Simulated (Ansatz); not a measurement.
InCl (SMILES [Cl][In]): the energy, rung by rung

InCl has 2 atoms, charge 0, and is taken as a singlet. As SMILES, `[Cl][In]`. The shape is that of a PBE0-D4/def2-TZVP optimisation.

```tsv
atom	x (Å)	y (Å)	z (Å)
Cl	0.0000	0.0000	-0.0139
In	0.0000	0.0000	2.3996
```

Quantity: the energy change with the Cl1–In2 bond stretched from 2.414 to 5.964 Å, in eV. The values are calculated.

| level | kind | program | value (eV) | less FCI/STO-3G | CPU time (all runs) |
| --- | --- | --- | --- | --- | --- |
| HF/STO-3G (restricted) | Hartree–Fock | Ansatz | 5.99 | +0.23 | 1.1 s |
| SVWN5/STO-3G (restricted) | LDA | Ansatz | 5.31 | -0.45 | 2 s |
| BLYP/STO-3G (restricted) | GGA | Ansatz | 4.87 | -0.89 | 3.5 s |
| revPBE/STO-3G (restricted) | GGA | Ansatz | 4.85 | -0.91 | 3.7 s |
| BHLYP/STO-3G (restricted) | global hybrid | Ansatz | 5.81 | +0.05 | 9.7 s |
| HSE06/STO-3G (restricted) | range-separated hybrid | Ansatz | 5.43 | -0.33 | 17 s |
| B2PLYP/STO-3G (restricted) | double hybrid | Ansatz | 5.06 | -0.70 | 15 s |
| MP2/STO-3G (restricted) | perturbation theory | Ansatz | 5.99 | +0.23 | 1.6 s |
| CCSD(T)/STO-3G (restricted) | coupled cluster or CI | Ansatz | 6.00 | +0.24 | 1.8 s |
| FCI/STO-3G | exact in the basis | Ansatz | 5.76 | 0.00 | 2.3 s |

FCI/STO-3G is exact within its basis and frozen core, so for wave-function methods in that basis the difference is their error; functionals converge differently with the basis, so for them it is only a difference. All-electron rows without a relativistic Hamiltonian named are non-relativistic. The first shape isn't each level's own minimum. The values span 4.85 to 6.00 eV. All rows use very small basis sets, so none should be taken for the real molecule's value. In the correlated wave-function rows the outer d shell of In is correlated, in sets not made for it. In so small a basis fixed costs decide the times, and correlated methods can beat functionals. Times are those of the runs behind each value, whatever else they computed, on shared processors of several kinds: orders of magnitude only.
